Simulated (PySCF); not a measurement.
# Mg⁺ (magnesium, charge +1) across methods

[Ne] 3s1, 2S determinant. Computed with PySCF 2.14 in aug-cc-pVTZ (6s5p3d2f, 50 functions), with the non-relativistic Hamiltonian (point nucleus).

| method | E (hartree) | mean ε 2p α (eV) | mean ε 2p β (eV) | mean ε 3s α (eV) | Σ⟨r²⟩ (bohr²) | ⟨S²⟩ |
| --- | --- | --- | --- | --- | --- | --- |
| PBE | -199.6690 | -55.980 | -55.809 | -11.905 | 13.72 | 0.750 |
| PBE0 | -199.6896 | -59.989 | -59.822 | -12.711 | 13.75 | 0.750 |
| LDA | -198.8454 | -56.064 | -55.911 | -11.991 | 13.63 | 0.750 |
| UHF | -199.37054 | -70.931 | -70.774 | -14.736 | 14.02 | 0.750 |
| r2SCAN | -199.7689 | -57.307 | -57.189 | -12.053 | 13.72 | 0.750 |
| wB97X-V | -199.7572 | -62.197 | -62.077 | -14.633 | 13.85 | 0.750 |
| MN15 | -199.7014 | -61.213 | -61.123 | -12.774 | 14.13 | 0.750 |
| B3LYP | -199.8137 | -59.362 | -59.225 | -12.624 | 13.60 | 0.750 |

Estimate the same row for TPSS.

E (hartree) = -199.8101; mean ε 2p α (eV) = -56.314; mean ε 2p β (eV) = -56.162; mean ε 3s α (eV) = -11.842; Σ⟨r²⟩ (bohr²) = 13.78; ⟨S²⟩ = 0.750.
